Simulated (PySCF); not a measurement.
## Frontier orbitals and the lowest excitations

Species: C₃H₇ClOSi.
Atom-mapped SMILES: `[CH2:1]=[C:2]([Cl:3])[SiH2:4][O:5][CH3:6]` (hydrogens: H7, H8 on C1; H9, H10 on Si4; H11, H12, H13 on C6)

Geometry (GFN2-xTB, Å), atoms numbered from 1 in this order:
```xyz
13
C3H7ClOSi angstrom
C      2.3308    0.1969    0.5923
C      1.5685   -0.8586    0.3681
Cl     2.2939   -2.4320    0.2846
Si    -0.2977   -0.9230    0.1104
O     -0.7107    0.6363    0.2357
C     -1.9810    1.2053    0.1317
H      1.8744    1.1696    0.6439
H      3.3988    0.1395    0.7297
H     -0.6091   -1.4762   -1.2102
H     -0.9255   -1.7502    1.1449
H     -1.8804    2.2824    0.2672
H     -2.4171    1.0045   -0.8492
H     -2.6494    0.8060    0.8975
```

Computed with PySCF 2.14.0, density-fitted response routines, TDDFT PBE0/def2-SVPD, vertical, gas phase, core orbitals frozen in the response.

Frontier orbitals with the atoms that hold most of them (Löwdin shares over 4%, at most four atoms; ? is withheld):

```csv
orbital,ε (eV),atoms
HOMO-3,-9.20,"O5 46%, C6 15%, Cl3 11%, H11 8%"
HOMO-2,-8.53,"Cl3 57%, C2 18%, Si4 10%, O5 6%"
HOMO-1,-8.39,"O5 48%, Si4 14%, C6 10%, H9 8%"
HOMO,-7.53,?
LUMO,?,?
LUMO+1,0.18,"Si4 31%, C6 15%, H10 9%, H9 9%"
LUMO+2,0.71,"Cl3 43%, C2 14%, Si4 12%, C6 6%"
```

Give the leading atoms of the LUMO.

C1 (bonded to C and 2 H) 34%; C2 (bonded to C, Cl and Si) 33%; Cl3 (bonded to C) 9%; Si4 (bonded to C, O and 2 H) 8%. By element: carbon 68% or more, chlorine 9%, silicon 8%.

Which atoms hold the HOMO, and with what shares?

Cl3 (bonded to C) 34%; C1 (bonded to C and 2 H) 30%; C2 (bonded to C, Cl and Si) 27%. By element: carbon 57% or more, chlorine 34%.

What is the LUMO energy, and the HOMO–LUMO gap?

ε(LUMO) = -0.58 eV; the gap is 6.95 eV (0.2554 hartree).

The HOMO–LUMO gap is 6.95 eV. Where does the response calculation put the lowest singlet, and from which orbitals?

S1 is at 6.39 eV (f = 0.183), 0.56 eV below the gap, made of HOMO→LUMO (92%). Without the coupling terms of the response equations the lowest excitation would equal the gap.

One configuration dominates each of S1, S2, S4 and S6. Which, and how do the shares of the two leading atoms of either orbital change from the occupied to the empty one?

- S1 (6.39 eV, f 0.183), HOMO→LUMO (92%): Cl3 34% → 9%, C1 30% → 34%, C2 27% → 33%
- S2 (6.41 eV, f 0.0002), HOMO-2→LUMO (97%): Cl3 57% → 9%, C2 18% → 33%, C1 at most 6% → 34%
- S4 (6.77 eV, f 0.045), HOMO-1→LUMO (97%): O5 48% → at most 8%, Si4 14% → 8%, C1 at most 9% → 34%, C2 at most 9% → 33%
- S6 (7.12 eV, f 0.0049), HOMO-1→LUMO+1 (96%): O5 48% → at most 10%, Si4 14% → 31%, C6 10% → 15%

One conformer stands for the species.
